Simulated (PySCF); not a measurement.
AsH₄Si, SMILES [SiH3][AsH], multiplicity 2. Atoms are numbered in the order given.

```xyz
6

Si     0.0003    -1.5429     0.0000
As    -0.0454     0.8158     0.0000
H      0.7026    -2.0544     1.2070
H     -1.3919    -2.0583     0.0000
H      0.7026    -2.0544    -1.2070
H      1.4813     0.8451     0.0000
```
Charge 0, spin multiplicity 2.

Coordinates come from a r2SCAN-D4/def2-TZVP optimisation. The isomer is the one that the SMILES or the coordinates give; other isomers of the formula were not compared.

The numbers are results of B3LYP/def2-TZVPD in PySCF, not measurements.

Gas-phase values at a fixed geometry.

### Question
Estimate the frontier levels, dipole moment and polarisability. (The exact figures need the calculation; the answer reports its results.)

### Answer

```yaml
"α spin, highest occupied and lowest empty level": -6.57 and -0.35 eV
"β spin, highest occupied and lowest empty level": -7.50 and -3.74 eV
dipole_moment: 0.27 D
quadrupole, principal values (traceless, Buckingham form, about the centre of nuclear charge): -1.58, 0.53, 1.05 D·Å
mean_static_polarisability: 64.8 bohr³ (9.60 Å³)
polarisability_principal_values: 54.0, 57.8, 82.5 bohr³
"⟨S²⟩": 0.753 (pure state 0.75)
```
